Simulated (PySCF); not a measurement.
Species: C5H15AlBN.
Structure used (PBE0-D3(BJ)/def2-SVP), in Å, numbered top down from 1:
```
atom  x, y, z in Å
B1    -0.167    2.316   -0.230
C2    -0.368    0.780   -0.432
C3    -1.763    0.247   -0.035
C4    -1.911   -1.242   -0.371
Al5   -0.071   -2.026   -0.323
N6     0.693   -0.134    0.100
C7     1.983    0.086   -0.559
C8     0.840    0.002    1.554
H9    -1.024    3.053   -0.656
H10    0.809    2.806    0.287
H11   -0.316    0.678   -1.540
H12   -2.512    0.885   -0.534
H13   -1.916    0.415    1.045
H14   -2.309   -1.351   -1.395
H15   -2.643   -1.721    0.298
H16    0.600   -2.337   -1.755
H17    0.420   -2.917    0.923
H18    2.378    1.093   -0.344
H19    2.707   -0.661   -0.204
H20    1.868   -0.042   -1.644
H21    1.145    1.027    1.827
H22   -0.106   -0.239    2.055
H23    1.597   -0.709    1.911
```

Computed at PBE0/pcSseg-1 (PySCF, non-relativistic), with Q(11B) = 0.04059 b, Q(27Al) = 0.1466 b, Q(14N) = 0.02044 b: B1, 11B (I = 3/2): χzz = 6.104 MHz, η = 0.053; Al5, 27Al (I = 5/2): χzz = 28.70 MHz, η = 0.086; N6, 14N (I = 1): χzz = -4.129 MHz, η = 0.027.

Problem. Where would the pure quadrupole (NQR) lines of 11B at B1 fall for the rigid, isolated species?

Solution. From ν = (|χ|/2)√(1 + η²/3): ν = 3.053 MHz (three-coordinate boron).

Problem. Find the zero-field quadrupole resonance frequencies of 27Al at Al5.

Solution. From the eigenvalues of H = χ/[4I(2I − 1)] × [3Iz² − I(I + 1) + η(Ix² − Iy²)], steps between neighbouring levels, labelled as for η = 0: ±1/2↔±3/2 4.339 MHz, ±3/2↔±5/2 8.596 MHz (aluminium bonded to C, N and 2 H).

Problem. Find the zero-field quadrupole resonance frequencies of 14N at N6.

Solution. From ν± = (3/4)|χ|(1 ± η/3) and ν0 = |χ|η/2: ν+ 3.125 MHz, ν− 3.068 MHz, ν0 0.057 MHz (nitrogen bonded to Al and 3 C).

In a crystal, neighbours and librations shift these lines. A larger basis could move these couplings by a tenth or more.

One conformer stands for the species.
